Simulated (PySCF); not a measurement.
**Converging AlBi in the basis (PBE0)**

PySCF, UKS reference; triplet, unpaired electrons π ↑↑; De to Al + Bi without counterpoise correction.

| basis | relativity | functions | Re (Å) | ωe (cm⁻¹) | De (eV) | μ (D) |
| --- | --- | --- | --- | --- | --- | --- |
| def2-SVP | scalar-relativistic core potentials | 44 | 2.828 | 239 | 1.73 | -0.46 |
| cc-pV(D+d)Z/cc-pVDZ-PP | scalar-relativistic core potentials | 46 | 2.833 | 235 | 1.71 | -0.54 |
| def2-SVPD | scalar-relativistic core potentials | 56 | 2.827 | 239 | 1.75 | -0.42 |

(1) How does each smaller set differ from the one with most functions, def2-SVPD?

A positive dipole means Al(−)Bi(+). These are scalar-relativistic numbers at best; spin–orbit coupling would shift them, the dissociation energy most. The state was picked by a PBE0 search and need not be the measured ground state.

## Answers

(1) def2-SVP: +0.1 pm, +0.0 % in ωe, -0.02 eV in De; cc-pV(D+d)Z/cc-pVDZ-PP: +0.6 pm, -1.7 % in ωe, -0.04 eV in De. All at PBE0; the set with most functions is neither the basis-set limit nor always the best.
